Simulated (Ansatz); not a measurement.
A structure relaxed at PBE0-D4/def2-TZVP, charge 0, multiplicity 1:

```csv
atom,x (Å),y (Å),z (Å)
B1,1.707,-0.591,-1.493
C2,0.892,-0.533,-0.199
C3,-0.109,0.350,-0.054
C4,-0.945,0.525,1.168
O5,-2.320,0.625,0.865
H6,1.395,0.122,-2.404
H7,2.643,-1.326,-1.618
H8,1.109,-1.187,0.647
H9,-0.361,1.012,-0.882
H10,-0.741,-0.279,1.887
H11,-0.679,1.471,1.652
H12,-2.591,-0.189,0.432
```

Task: Give its formula and SMILES.

Result: C3H7BO, `B/C=C/CO`.

Task: Summarise the bond lengths by kind.

Result: 1 × B–C 1.530 Å; 2 × B–H 1.197 to 1.199 Å; 2 × C–C 1.343 to 1.491 Å; 4 × C–H 1.090 to 1.098 Å; 1 × C–O 1.412 Å; 1 × H–O 0.961 Å.

Computed with Ansatz.
